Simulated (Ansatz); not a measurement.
Cost and result up the ladder for Hg₃O₂ (5 atoms). Charge 0, multiplicity 1. Geometry: PBE-D4/def2-SVP.

```xyz
5

Hg   -3.4935   -0.3556    0.4288
Hg    0.0719    0.0288   -0.5111
Hg    3.2346    0.2543    1.4099
O     2.0126    0.2103   -0.3839
O    -1.8256   -0.1377   -0.9436
```

Ansatz on 4 threads of Intel Xeon on a shared host. Times are rough, and most runs start from the orbitals of an earlier one. No level here is sound enough to serve as a yardstick. Binding counts from free atoms at the same level (Hg singlet, O triplet; other spins of the atoms weren't run), without zero-point energy or a counterpoise term.

In the def2 sets Hg takes a core potential; there is no spin–orbit coupling. B3LYP takes the VWN-RPA correlation. HSE06 is defined as in plane-wave codes, on full-range PBE exchange. Correlated methods freeze 2 core orbitals; core or outer-core shells of Hg are correlated, in sets that lack core-valence functions. The rows differ in basis, and correlated rows in double-zeta sets carry the largest basis error. Another isomer (singlet) lies 0.92 eV lower at PBE0-D4/def2-TZVP; other spin states weren't run for this one.

Correlated methods converge slowly with the basis, most of all in double-zeta sets.

```json
{"level": "PBE-D4/def2-SVP", "functions": "124", "wall time": "4.2 s", "binding energy per atom (eV)": "0.92", "remarks": "restricted SCF unstable in HF"}
{"level": "PBE-D4/def2-TZVP (with forces)", "functions": "191", "wall time": "7.5 s", "binding energy per atom (eV)": "0.96", "remarks": "restricted SCF unstable in HF"}
{"level": "PBE0-D4/def2-SVP", "functions": "124", "wall time": "8 s", "binding energy per atom (eV)": "0.54", "remarks": "restricted SCF unstable in HF"}
{"level": "HSE06-D4/def2-TZVP", "functions": "191", "wall time": "9 s", "binding energy per atom (eV)": "0.61", "remarks": "restricted SCF unstable in HF"}
{"level": "r2SCAN-D4/def2-TZVP", "functions": "191", "wall time": "9.1 s", "binding energy per atom (eV)": "0.81", "remarks": "restricted SCF unstable in HF"}
{"level": "PBE0-D4/def2-TZVP", "functions": "191", "wall time": "9.5 s", "binding energy per atom (eV)": "0.59", "remarks": "restricted SCF unstable in HF"}
{"level": "B3LYP-D4/def2-TZVP", "functions": "191", "wall time": "11 s", "binding energy per atom (eV)": "0.61", "remarks": "restricted SCF unstable in HF"}
{"level": "CAM-B3LYP-D4/def2-TZVP", "functions": "191", "wall time": "12 s", "binding energy per atom (eV)": "0.51", "remarks": "restricted SCF unstable in HF"}
{"level": "MP2/def2-TZVP", "functions": "191", "wall time": "31 s", "binding energy per atom (eV)": "0.82", "remarks": "restricted SCF unstable"}
{"level": "CCSD(T)/def2-SVP", "functions": "124", "wall time": "4.5 min", "binding energy per atom (eV)": "0.44", "remarks": "flagged by the program, large T1 (0.038), restricted SCF unstable"}
```
